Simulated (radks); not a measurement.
Dynamic dipole polarisability and lines of the germanium ion Ge2+, [Ar] 3d10 4s2. Method: scalar-relativistic Kohn-Sham, LB94 model potential, spin-unpolarised, spherical densities, finite nucleus; Fermi nuclear charge, rms radius of each element as measured or else 0.836 A^(1/3) + 0.57 fm; computed with a radial shooting solver on a logarithmic mesh with Libxc functionals. Time-dependent linear response with the Hartree and adiabatic LDA kernel, continuum included through the Sternheimer equations, no spin-orbit coupling, so fine structure and intercombination lines are absent. Lines are the poles of the dipole polarisability below minus the highest occupied eigenvalue, found on a grid refined at the orbital gaps; the lowest seven at most are given, and weak or close lines can be missed. The first line takes the name of the lowest orbital gap if no other gap lies below it; otherwise a line is named after a gap within 0.6 % of it, if that gap stands alone.

photon energy (eV)  alpha (bohr^3)
0                            8.855
1.785                        9.019
4.165                        9.842
6.545                        11.84
8.925                        17.09
11.305                       45.11
13.685                      -36.70
16.065                      -10.57
18.445                      -5.280
20.825                      -2.995
23.205                      -1.660
25.585                     -0.8685
27.965                     0.03980
30.345                      0.9132
32.725                       5.012
35.105                      -4.416

Lines (eV, oscillator strength): 12.462 (99.49 nm, 4s-4p), f = 1.63; 24.735 (50.13 nm, 4s-5p), f = 0.00472; 29.633 (41.84 nm, 4s-6p), f = 0.00922; 31.898 (38.87 nm, 4s-7p), f = 0.00912; 33.169 (37.38 nm, unassigned), f = 0.0162; 33.787 (36.70 nm, unassigned), f = 0.472. Higher lines, where found, are left out when the end of the mesh affects them. Those listed give 92 % of the static polarisability (sum of f/w^2). Orbital energy gaps for comparison: 4s-4p 10.058 eV; 4s-5p 24.709 eV; 4s-6p 29.630 eV; 4s-7p 31.902 eV; 3d-4p 32.864 eV. At laser wavelengths: 1550 nm 8.887, 1064 nm 8.924, 780 nm 8.985, 532 nm 9.139, 355 nm 9.524, 266 nm 10.13, 193 nm 11.69 bohr^3.
